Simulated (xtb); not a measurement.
H4GeO4, charge -1, doublet, geometry from GFN2-xTB (a state made from the parent by changing its charge; the spin is typed, not shown lowest), atoms displaced at random by about 0.1 Å a coordinate; GFN1-xTB (xtb 6.7.1).

The xtb input:
```
$ xtb mol.xyz --gfn 1 --chrg -1 --uhf 1 --opt crude --json

# file mol.xyz
9

O      0.59161875     1.25576452    -0.95683203
Ge     0.13489332    -0.37354627     0.00463407
O     -1.18410346     0.38446992     1.37406729
O     -1.40317677    -0.84164516    -1.30052177
O      1.89068925    -0.28217381     1.22009765
H     -0.29388273     1.53520963    -1.69251004
H     -0.74122394     0.70316317     2.07140171
H     -2.12039624    -0.81027723    -0.79520815
H      2.43856608     0.35726002     0.53226976
```

What the program printed (banner, timings and long lists left out):

```
   ID    Z sym.   atoms
    1    8 O      1, 3-5
    2   32 Ge     2
    3    1 H      6-9

           -------------------------------------------------
          |                Calculation Setup                |
           -------------------------------------------------

molecular fragmentation (1/2 indicates fragments):
111121112
# atoms in fragment 1/2:     7     2
 fragment masses (1/2) :      123.65       17.01
CMA distance (Bohr)    :   4.714
constraining FC (au)   :  0.0500

           -------------------------------------------------
          |                 G F N 1 - x T B                 |
           -------------------------------------------------

          ...................................................
          :                      SETUP                      :
          :.................................................:
          :  # basis functions                  34          :
          :  # atomic orbitals                  33          :
          :  # shells                           19          :
          :  # electrons                        33          :
          :  # halogen bonds                     0          :
          :  max. iterations                   250          :
          :  Hamiltonian                  GFN1-xTB          :
          :  restarted?                      false          :
          :  GBSA solvation                  false          :
          :  PC potential                    false          :
          :  electronic temp.          300.0000000     K    :
          :  accuracy                    1.0000000          :
          :  -> integral cutoff          0.2500000E+02      :
          :  -> integral neglect         0.1000000E-07      :
          :  -> SCF convergence          0.1000000E-05 Eh   :
          :  -> wf. convergence          0.2000000E-04 e    :
          :  Broyden damping             0.4000000          :
          :  net charge                         -1          :
          :  unpaired electrons                  1          :
          ...................................................

 iter      E             dE          RMSdq      gap      omega  full diag
   1    -22.8291339 -0.228291E+02  0.541E+00    5.03       0.0  T
   2    -22.8244677  0.466614E-02  0.344E+00    4.61       1.0  T
   3    -22.4039802  0.420487E+00  0.433E+00    3.92       1.0  T
   4    -22.8595004 -0.455520E+00  0.390E-01    4.54       1.0  T
   5    -22.8600493 -0.548887E-03  0.109E-01    4.57       1.0  T
   6    -22.8601326 -0.833814E-04  0.514E-02    4.58       1.0  T
   7    -22.8601422 -0.957363E-05  0.275E-02    4.58       1.2  T
   8    -22.8601527 -0.104467E-04  0.127E-02    4.58       2.6  T
   9    -22.8601555 -0.285032E-05  0.952E-04    4.58      35.0  T
  10    -22.8601555 -0.134967E-07  0.104E-04    4.58     319.8  T
  11    -22.8601555 -0.943743E-10  0.789E-05    4.58     422.6  T

   *** convergence criteria satisfied after 11 iterations ***

         :::::::::::::::::::::::::::::::::::::::::::::::::::::
         ::                     SUMMARY                     ::
         :::::::::::::::::::::::::::::::::::::::::::::::::::::
         :: total energy             -22.777056283017 Eh    ::
         :: gradient norm              0.270778852266 Eh/a0 ::
         :: HOMO-LUMO gap              4.584315148066 eV    ::
         ::.................................................::
         :: SCC energy               -22.860155517012 Eh    ::
         :: -> electrostatic           0.363419422141 Eh    ::
         :: repulsion energy           0.085387329036 Eh    ::
         :: dispersion energy         -0.002288095041 Eh    ::
         :: halogen bond corr.         0.000000000000 Eh    ::
         :: add. restraining           0.000000000000 Eh    ::
         :: total charge              -1.000000000000 e     ::
         :::::::::::::::::::::::::::::::::::::::::::::::::::::

      -----------------------------------------------------------
[...]
 * total energy  :   -22.7770563 Eh     change       -0.9012879E-10 Eh
 * total energy  :   -22.8296616 Eh     change       -0.5260529E-01 Eh
 * total energy  :   -22.8353009 Eh     change       -0.5639374E-02 Eh
 * total energy  :   -22.8403324 Eh     change       -0.5031442E-02 Eh
 * total energy  :   -22.8419349 Eh     change       -0.1602561E-02 Eh
 * total energy  :   -22.8428779 Eh     change       -0.9429911E-03 Eh
 * total energy  :   -22.8434182 Eh     change       -0.5403092E-03 Eh
 * total energy  :   -22.8435818 Eh     change       -0.1635341E-03 Eh
 * total energy  :   -22.8436595 Eh     change       -0.7773245E-04 Eh
 * total energy  :   -22.8438288 Eh     change       -0.1692789E-03 Eh
   *** GEOMETRY OPTIMIZATION CONVERGED AFTER 10 ITERATIONS ***
         :: total energy             -22.843828794962 Eh    ::
[...]
         5        2.0000           -0.3934472             -10.7062
         6        2.0000           -0.3702757             -10.0757
         7        2.0000           -0.3584050              -9.7527
         8        2.0000           -0.3412855              -9.2869
         9        2.0000           -0.3265346              -8.8855
        10        2.0000           -0.3073904              -8.3645
        11        2.0000           -0.3021084              -8.2208
        12        2.0000           -0.2807715              -7.6402
        13        2.0000           -0.2709065              -7.3717
        14        2.0000           -0.2697467              -7.3402
        15        2.0000           -0.2589487              -7.0464
        16        2.0000           -0.2507951              -6.8245
        17        1.0000           -0.1391283              -3.7859 (HOMO)
        18                          0.0727672               1.9801 (LUMO)
        19                          0.0788155               2.1447
        20                          0.0849371               2.3113
        21                          0.0905146               2.4630
        22                          0.1092994               2.9742
        23                          0.1351178               3.6767
        24                          0.1550738               4.2198
        25                          0.2200716               5.9885
        26                          0.2305486               6.2735
        27                          0.2484910               6.7618
        28                          0.3683181              10.0224
       ...                                ...                  ...
        33                          0.7340609              19.9748
      -------------------------------------------------------------
                  HL-Gap            0.2118955 Eh            5.7660 eV
             Fermi-level           -0.1140711 Eh           -3.1040 eV

  Mulliken/CM5 charges         n(s)   n(p)   n(d)
     1O    -0.64792 -0.84955   1.733  4.915  0.000
     2Ge    0.55630  0.59529   1.359  1.534  0.551
     3O    -0.64806 -0.84713   1.736  4.912  0.000
     4O    -0.71617 -0.90153   1.760  4.956  0.000
     5O    -0.72579 -0.91035   1.763  4.963  0.000
     6H     0.30230  0.48906   0.698  0.000  0.000
     7H     0.30337  0.48815   0.697  0.000  0.000
     8H     0.28894  0.46905   0.711  0.000  0.000
     9H     0.28703  0.46702   0.713  0.000  0.000

Wiberg/Mayer (AO) data.
largest (>0.10) Wiberg bond orders for each atom

 ---------------------------------------------------------------------------
     #   Z sym  total        # sym  WBO       # sym  WBO       # sym  WBO
 ---------------------------------------------------------------------------
     1   8 O    1.994 --     2 Ge   0.978     6 H    0.895
     2  32 Ge   3.615 --     3 O    0.982     1 O    0.978     4 O    0.810
                             5 O    0.787
     3   8 O    1.996 --     2 Ge   0.982     7 H    0.893
     4   8 O    1.863 --     8 H    0.912     2 Ge   0.810
     5   8 O    1.845 --     9 H    0.913     2 Ge   0.787
     6   1 H    0.938 --     1 O    0.895
     7   1 H    0.940 --     3 O    0.893
     8   1 H    0.939 --     4 O    0.912
     9   1 H    0.941 --     5 O    0.913
 ---------------------------------------------------------------------------

Topologies differ in total number of bonds
Writing topology from bond orders to xtbtopo.mol

 dipole moment from electron density (au)
     X       Y       Z
  -0.3900   0.9204   0.0794  total (Debye):    2.549

optimized geometry written to: xtbopt.xyz

           -------------------------------------------------
          | TOTAL ENERGY              -22.843828794962 Eh   |
          | GRADIENT NORM               0.009595836876 Eh/α |
          | HOMO-LUMO GAP               5.765971005424 eV   |
           -------------------------------------------------

normal termination of xtb
```
